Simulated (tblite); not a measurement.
**Question.** Write Cartesian coordinates for `F[C@@H]1C[C@@H](F)C1Cl` as optimised with GFN2-xTB.

**Answer.** 
```xyz
12
C4H5ClF2 angstrom
F      1.0612    1.6959    0.9829
C      0.5237    0.9395   -0.0199
C     -0.9582    0.5785    0.1678
C     -0.6143   -0.9036   -0.0478
F     -0.9840   -1.3421   -1.2858
C      0.8869   -0.5511    0.0571
Cl     1.9450   -1.1773   -1.2107
H      0.7743    1.4236   -0.9660
H     -1.6409    0.9919   -0.5692
H     -1.3112    0.7963    1.1719
H     -0.9960   -1.6334    0.6707
H      1.3148   -0.8189    1.0230
```

Any rigid rotation of these coordinates is as good. Atoms count from 1 in this order. The 4-membered ring C2–C3–C4–C6 has internal angles of 89.3° to 89.7° (sum 358°, against 360° for a flat polygon); it is puckered, 0.07 Å rms from its mean plane, widest ring torsion 11°.

Bonds between heavy atoms (Å): F1–C2 1.366, C2–C3 1.537, C3–C4 1.537, C4–F5 1.364, C4–C6 1.546, C6–Cl7 1.766, C2–C6 1.536.

The geometry is computed with GFN2-xTB (gas phase).

Point group: C1 (no symmetry element, even within 0.4 Å). Its GFN2-xTB frequencies are all real (lowest 52 cm⁻¹). One conformer, not necessarily the lowest (F1–C2–C3–C4 -127°, C2–C3–C4–F5 -104°, C3–C4–C6–Cl7 -131°, F1–C2–C6–C4 128°). 2 starts were optimised and ended at 0.00 and 0.02 kcal/mol (GFN2-xTB); the lowest of these is shown.
